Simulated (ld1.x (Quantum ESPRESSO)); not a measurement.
## tellurium (Te): one change to an ultrasoft potential, before and after

| Property | Result |
| --- | --- |
| Element | Te |
| Generator | ld1.x (Quantum ESPRESSO) 7.5 |
| Type | ultrasoft |
| Functional | PBE |
| Relativity | fully relativistic |
| Frozen core | [Kr] 4d10 |
| Valence charge | 6 |
| Reference configuration | 5s2 5p3.75 (charge +0.25) |
| Partial waves | 5s (bound): rcut 1.40, rcutus 1.70 bohr; 5s channel at -0.55 Ry: rcut 1.40, rcutus 1.70 bohr; 5p (bound): rcut 1.40, rcutus 1.85 bohr; 5p channel at 4.75 Ry: rcut 1.40, rcutus 1.85 bohr |
| Local potential | all-electron potential smoothed inside 1.50 bohr (lloc = -1) |
| Core correction | none |
| Augmentation charge | built from norm-conserving waves at rcut, not smoothed further |

Open shells are filled in proportion to 2j + 1 (rel_dist='average').

Change: type TM; waves now 5p (bound): rc 1.85 bohr; 5s (bound): rc 1.70 bohr; local potential the s channel.

Cutoffs: the cutoffs (Ry, on a coarse ladder) from which the occupation-weighted sum of valence levels, in a spherical-Bessel basis at the reference potential, stays within 10 and 1 mRy of its value at 400 Ry; they do not see the model core or the augmentation charge, which bear on the density cutoff. Errors are all-electron minus pseudo energies relative to the spin-unpolarised reference configuration.

Task: Predict the effect on cutoff, ghosts and configuration errors.

Result: The potential gets harder (15 Ry and 30 Ry → 30 Ry and 55 Ry); the bound ghost in d, s disappears; of the 7 tests that both files solve, the error grows in 0 and shrinks in 5 by more than 15 % and 0.3 meV (median size 19.2 → 4.0 meV); the range in which the s phases agree narrows (upper end at the end of the scan → 3.8); the range in which the p3/2 phases agree widens (upper end 3.3 → at the end of the scan). Several settings change at once here, so the effects cannot be laid on one of them.

```csv
quantity,base,changed
"cutoff, loose",15 Ry,30 Ry
"cutoff, tight",30 Ry,55 Ry
loose cutoff by channel (10 mRy a level),"s 12 Ry, p 8 Ry","p 12 Ry, s 21 Ry"
bound ghosts,"s, d",none
"error for 5s2 5p4, meV [ΔE -1.72 eV]",-0.2,-0.1
"error for 5s2 5p3, meV [ΔE 8.03 eV]",-2.3,-1.4
"error for 5s2 5p2, meV [ΔE 25.98 eV]",-19,-12
"error for 5s0 5p6, meV [ΔE 16.91 eV]",+79,+19
"error for 5s2 5p1, meV [ΔE 52.91 eV]",-55,-32
"error for 5s2 5p4.3, meV [ΔE -3.19 eV]",-0.5,-0.3
"error for 5s1 5p5, meV [ΔE 7.50 eV]",+19,+4.0
s: phases at 2.00 bohr within 0.05 rad from the reference energy up to (Ry; the scan ends near 5),to the end of the scan,3.8
p1/2: phases at 2.00 bohr within 0.05 rad from the reference energy up to (Ry; the scan ends near 5),to the end of the scan,to the end of the scan
p3/2: phases at 2.00 bohr within 0.05 rad from the reference energy up to (Ry; the scan ends near 5),3.3,to the end of the scan
```

 A true bound ghost makes a file unfit for plane-wave use even where its test errors are small: the radial tests pick states by their node count and pass the ghost by.
